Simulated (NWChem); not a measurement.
The numbers come from NWChem runs, not from measurements. System: HCl₂Ge, charge 0, spin multiplicity 2, at a geometry optimised with UPBE0/def2-SVP. The structure started from a generated list of species. Its SCF solution wasn't tested for a lower state. Level: UB3LYP/def2-TZVP, VWN1-RPA local correlation.

NWChem printed:

```
             Northwest Computational Chemistry Package (NWChem) 7.3.0
             --------------------------------------------------------

                                NWChem Input Module
                                -------------------

 Scaling coordinates for geometry "geometry" by  1.889725989
 (inverse scale =  0.529177249)

 Turning off AUTOSYM since
 SYMMETRY directive was detected!

                             Geometry "geometry" -> ""
                             -------------------------

 Output coordinates in angstroms (scale by  1.889725989 to convert to a.u.)

  No.       Tag          Charge          X              Y              Z
 ---- ---------------- ---------- -------------- -------------- --------------
    1 Cl                  17.0000    -0.55056000    -0.31914100     1.75394900
    2 Ge                  32.0000     0.52549400     0.35085300     0.00000000
    3 Cl                  17.0000    -0.55056000    -0.31914100    -1.75394900
    4 H                    1.0000     1.90325800    -0.37650400     0.00000000

 Effective nuclear repulsion energy (a.u.)     326.4790443289

            Nuclear Dipole moment (a.u.)
            ----------------------------
        X                 Y               Z
 ---------------- ---------------- ----------------
     0.0000491329    -0.0000037795     0.0000000000

      Symmetry information
      --------------------

 Group name             Cs
 Group number              2
 Group order               2
 No. of unique centers     3

      Symmetry unique atoms

     1    2    4


 Summary of "ao basis" -> "" (spherical)
 ------------------------------------------------------------------------------
       Tag                 Description            Shells   Functions and Types
 ---------------- ------------------------------  ------  ---------------------
 *                         def2-tzvp                  on all atoms

                                 NWChem DFT Module
                                 -----------------

 Summary of "ao basis" -> "ao basis" (spherical)
 ------------------------------------------------------------------------------
       Tag                 Description            Shells   Functions and Types
 ---------------- ------------------------------  ------  ---------------------
 Cl                        def2-tzvp                13       37   5s5p2d1f
 Ge                        def2-tzvp                16       48   6s5p4d1f
 H                         def2-tzvp                 4        6   3s1p

 Summary of "ao basis" -> "ao basis" (spherical)
 ------------------------------------------------------------------------------
       Tag                 Description            Shells   Functions and Types
 ---------------- ------------------------------  ------  ---------------------
 Cl                        def2-tzvp                13       37   5s5p2d1f
 Ge                        def2-tzvp                16       48   6s5p4d1f
 H                         def2-tzvp                 4        6   3s1p

      Symmetry analysis of basis
      --------------------------

        a'         74
        a"         54

            General Information
            -------------------
          SCF calculation type: DFT
          Wavefunction type:  spin polarized.
          No. of atoms     :     4
          No. of electrons :    67
           Alpha electrons :    34
            Beta electrons :    33
          Charge           :     0
          Spin multiplicity:     2
          Use of symmetry is: on ; symmetry adaption is: on
          Maximum number of iterations: 100
          AO basis - number of functions:   128
                     number of shells:    46
          Convergence on energy requested:  1.00D-06
          Convergence on density requested:  1.00D-05
          Convergence on gradient requested:  5.00D-04

              XC Information
              --------------
                         B3LYP Method XC Potential
                     Hartree-Fock (Exact) Exchange  0.200
                        Slater Exchange Functional  0.800 local
                    Becke 1988 Exchange Functional  0.720 non-local
              Lee-Yang-Parr Correlation Functional  0.810
[...]
              MO Center= -2.3D-01, -2.7D-01,  3.8D-12, r^2= 4.4D+00
   Bfn.  Coefficient  Atom+Function         Bfn.  Coefficient  Atom+Function
  ----- ------------  ---------------      ----- ------------  ---------------
    15      0.351009  1 Cl px               100      0.351009  3 Cl px
    18      0.237465  1 Cl px               103      0.237465  3 Cl px
    12      0.171766  1 Cl px                97      0.171766  3 Cl px
     6     -0.138230  1 Cl px                91     -0.138230  3 Cl px
   124     -0.131586  4 H  s                 53     -0.114291  2 Ge px

 Vector   33  Occ=1.000000D+00  E=-3.291641D-01  Symmetry=a"
              MO Center= -5.0D-01, -2.9D-01,  2.5D-13, r^2= 4.3D+00
   Bfn.  Coefficient  Atom+Function         Bfn.  Coefficient  Atom+Function
  ----- ------------  ---------------      ----- ------------  ---------------
    17      0.296427  1 Cl pz               102      0.296427  3 Cl pz
    15      0.206062  1 Cl px               100     -0.206062  3 Cl px
    20      0.199497  1 Cl pz               105      0.199497  3 Cl pz
    14      0.143983  1 Cl pz                99      0.143983  3 Cl pz
    16      0.142067  1 Cl py               101     -0.142067  3 Cl py

 Vector   34  Occ=0.000000D+00  E=-1.588716D-01  Symmetry=a'
              MO Center=  4.4D-01,  4.9D-01, -7.2D-15, r^2= 3.4D+00
   Bfn.  Coefficient  Atom+Function         Bfn.  Coefficient  Atom+Function
  ----- ------------  ---------------      ----- ------------  ---------------
    43      0.560243  2 Ge s                 42      0.344234  2 Ge s
    57      0.340270  2 Ge py                54      0.328847  2 Ge py
   125     -0.216259  4 H  s                 19     -0.184227  1 Cl py
   104     -0.184227  3 Cl py                16     -0.175821  1 Cl py
   101     -0.175821  3 Cl py               124     -0.168293  4 H  s

 Vector   35  Occ=0.000000D+00  E=-2.560637D-02  Symmetry=a'
              MO Center=  3.3D-01, -2.0D-02, -4.2D-14, r^2= 4.4D+00
   Bfn.  Coefficient  Atom+Function         Bfn.  Coefficient  Atom+Function
  ----- ------------  ---------------      ----- ------------  ---------------
    43      0.667347  2 Ge s                 57     -0.638074  2 Ge py
    42      0.430524  2 Ge s                 56     -0.384584  2 Ge px
   125     -0.383191  4 H  s                 20      0.361446  1 Cl pz
   105     -0.361446  3 Cl pz                 5     -0.314736  1 Cl s
    90     -0.314736  3 Cl s                 54     -0.291302  2 Ge py

 Vector   36  Occ=0.000000D+00  E=-4.952784D-03  Symmetry=a"
              MO Center=  5.9D-01,  3.0D-01,  1.3D-13, r^2= 4.4D+00
   Bfn.  Coefficient  Atom+Function         Bfn.  Coefficient  Atom+Function
  ----- ------------  ---------------      ----- ------------  ---------------
    58      1.054832  2 Ge pz                 5     -0.419011  1 Cl s
    90      0.419011  3 Cl s                 55      0.403996  2 Ge pz
    18     -0.278950  1 Cl px               103      0.278950  3 Cl px
    20      0.199445  1 Cl pz               105      0.199445  3 Cl pz
    49     -0.173333  2 Ge pz                19     -0.152809  1 Cl py

   alpha - beta orbital overlaps
   -----------------------------

   alpha      1      2      3      4      5      6      7      8      9     10
    beta      1      2      3      4      6      5      7      8      9     10
 overlap   1.000  1.000  1.000  1.000  0.911  1.000  0.911  1.000  1.000  0.965

   alpha     11     12     13     14     15     16     17     18     19     20
    beta     11     15     14     12     13     16     18     17     19     20
 overlap   0.965  0.835  0.836  0.869  0.870  1.000  0.898  1.000  0.898  0.973

   alpha     21     22     23     24     25     26     27     28     29     30
    beta     21     22     24     23     25     26     27     29     28     30
 overlap   0.901  0.945  0.920  0.973  1.000  1.000  0.997  0.989  0.996  0.986

   alpha     31     32     33     34     35     36     37     38     39     40
    beta     31     32     33     34     35     36     37     38     39     40
 overlap   0.995  0.996  0.998  0.990  0.998  0.998  0.996  0.990  0.991  0.982

   alpha     41     42     43     44     45     46     47     48     49     50
    beta     41     42     43     44     45     46     47     49     48     50
 overlap   0.976  0.984  0.991  1.000  0.981  0.930  0.942  0.953  0.995  0.994

   alpha     51     52     53     54     55     56     57     58     59     60
    beta     51     52     54     53     55     56     57     58     59     60
 overlap   0.965  0.999  0.965  0.999  0.966  0.999  0.972  0.971  0.998  0.999

   alpha     61     62     63     64     65     66     67     68     69     70
    beta     61     62     63     64     65     66     67     69     68     70
 overlap   0.998  0.997  0.999  0.995  0.913  0.908  0.995  0.871  0.876  0.981

   alpha     71     72     73     74     75     76     77     78     79     80
    beta     71     72     73     74     75     76     77     78     79     80
 overlap   0.996  0.983  0.994  0.996  0.999  0.999  0.999  0.994  0.993  0.996

   alpha     81     82     83     84     85     86     87     88     89     90
    beta     81     82     83     84     85     86     87     88     89     91
 overlap   0.999  0.993  0.992  0.999  0.999  0.999  0.985  0.999  0.984  0.981

   alpha     91     92     93     94     95     96     97     98     99    100
    beta     90     92     93     94     95     96     97     98     99    100
 overlap   0.856  0.740  0.978  0.883  0.980  0.998  0.980  0.996  0.990  0.987

   alpha    101    102    103    104    105    106    107    108    109    110
    beta    101    102    103    104    105    106    107    108    109    110
 overlap   0.887  0.886  0.997  1.000  0.995  0.998  0.999  0.994  0.999  0.999

   alpha    111    112    113    114    115    116    117    118    119    120
    beta    111    112    113    114    115    116    117    118    119    120
 overlap   0.999  0.999  0.997  0.999  0.998  0.999  1.000  1.000  1.000  1.000

   alpha    121    122    123    124    125    126    127    128
    beta    121    122    123    124    125    126    127    128
 overlap   0.997  0.999  0.997  0.999  1.000  1.000  1.000  1.000

     --------------------------
     Expectation value of S2:
     --------------------------
      <S2> =      0.7528 (Exact =     0.7500)

 center of mass
 --------------
 x =   0.02946452 y =   0.04221575 z =   0.00000000

 moments of inertia (a.u.)
 ------------------
         826.506252546763         -89.794077474348           0.000000000000
         -89.794077474348         929.833015972344           0.000000000000
           0.000000000000           0.000000000000         219.696433508465

     Multipole analysis of the density
     ---------------------------------

     L   x y z        total         alpha         beta         nuclear
     -   - - -        -----         -----         ----         -------
     0   0 0 0     -0.000000    -34.000000    -33.000000     67.000000

     1   1 0 0      0.614465     -0.144343      0.758759      0.000049
     1   0 1 0      0.341824     -0.350399      0.692227     -0.000004
     1   0 0 1     -0.000000     -0.000000     -0.000000      0.000000

     2   2 0 0    -31.238403    -58.307339    -54.226171     81.295107
     2   1 1 0      0.314953    -20.334705    -19.193798     39.843456
     2   1 0 1     -0.000000     -0.000000     -0.000000      0.000000
     2   0 2 0    -31.526260    -31.790492    -26.675231     26.939463
     2   0 1 1      0.000000      0.000000     -0.000000      0.000000
     2   0 0 2    -34.236152   -205.947428   -201.805842    373.517119

 Task  times  cpu:       13.2s     wall:       13.2s

 Total times  cpu:       13.2s     wall:       13.2s
```

Question: Write an NWChem input that would produce this output.

Answer: One answer among several that fit: 
```
start mol
memory heap 200 mb stack 900 mb global 1100 mb
geometry units angstroms nocenter noautoz
  Cl    -0.550560    -0.319141     1.753949
  Ge     0.525494     0.350853     0.000000
  Cl    -0.550560    -0.319141    -1.753949
  H      1.903258    -0.376504     0.000000
  symmetry group Cs
end
basis spherical
  * library def2-tzvp
end
dft
  xc b3lyp
  odft
  mult 2
  semidirect memsize 60000000 filesize 0
  iterations 100
end
task dft energy
```
